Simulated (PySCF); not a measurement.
Job for PySCF: U-HF/LANL2DZ on BBr2H (SMILES BrBBr), a point of a bond scan (R = 1.712 Å).

```python
from pyscf import gto, scf, dft, mp
from pyscf.data.elements import chemcore

mol = gto.M(
    atom='''
    B    -0.62320330   -0.38098068   -0.41274424
    H    -1.49972863   -0.91682382   -0.99326231
    Br   -0.35780654    1.29167279   -0.66015789
    Br    0.46019644   -1.39690240    0.77499068
    ''',
    basis='lanl2dz',
    ecp={'Br': 'lanl2dz'},
    charge=0, spin=0, verbose=3, max_memory=1800)
mf = scf.UHF(mol)
mf.conv_tol = 1e-8
mf.max_cycle = 100
mf.init_guess_breaksym = True
mf.kernel()
if not mf.converged:
    mf = mf.newton().run(mf.mo_coeff, mf.mo_occ)
for _ in range(4):
    mo, _, stable, _ = mf.stability(return_status=True)
    if stable:
        break
    mf.kernel(mf.make_rdm1(mo, mf.mo_occ))
```

Task: Predict the final total energy.

Result: -51.1259 hartree.
